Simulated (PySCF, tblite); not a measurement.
Isomers of C4H6F3NSi, one GFN2-xTB conformer each. Single-point energies are computed at PBE0/pcSseg-1 (PySCF, gas phase, no added dispersion term), electronic only.

Question: Rank them by PBE0/pcSseg-1 energy, lowest first (kJ/mol).
A. `[CH2:1]=[CH:2][Si@@H:3]([N:4]=[CH2:5])[C:6]([F:7])([F:8])[F:9]` with C1–C2–Si3–N4 38°, C2–Si3–N4–C5 -122°
B. `[CH:1]#[C:2][CH2:3][NH:4][SiH2:5][C:6]([F:7])([F:8])[F:9]` with C2–C3–N4–Si5 -86°, C3–N4–Si5–C6 -173°

Answer: A (0.0), B (73.9).

As drawn, the lower has a C=N bond and a C=C bond outside aromatic rings, which the higher lacks; the higher has a C≡C bond and an N–H bond, which the lower lacks. GFN2-xTB itself gives, in the same order: 33.4, 0.0. GFN2-xTB puts C#CCN[SiH2]C(F)(F)F lowest instead.

Q: Which frontier levels, dipoles and rotational constants go with these structures?

A: 
| SMILES | HOMO (eV, PBE0/pcSseg-1) | LUMO (eV) | dipole (D) | A, B, C (MHz) |
| --- | --- | --- | --- | --- |
| C=C[Si@@H](N=C)C(F)(F)F | -7.45 | -1.43 | 4.10 | 1737, 1076, 793.3 |
| C#CCN[SiH2]C(F)(F)F | -7.61 | -0.05 | 2.96 | 3171, 600.4, 590.4 |

Q: What happens when harmonic zero-point energies from GFN2-xTB frequencies are added?

A: 
| SMILES | ZPE (kJ/mol) | electronic (kJ/mol) | with ZPE (kJ/mol) |
| --- | --- | --- | --- |
| C=C[Si@@H](N=C)C(F)(F)F | 242.4 | 0.0 | 0.0 |
| C#CCN[SiH2]C(F)(F)F | 240.5 | 73.9 | 72.0 |

The zero-point energies span 1.9 kJ/mol. The order is unchanged.
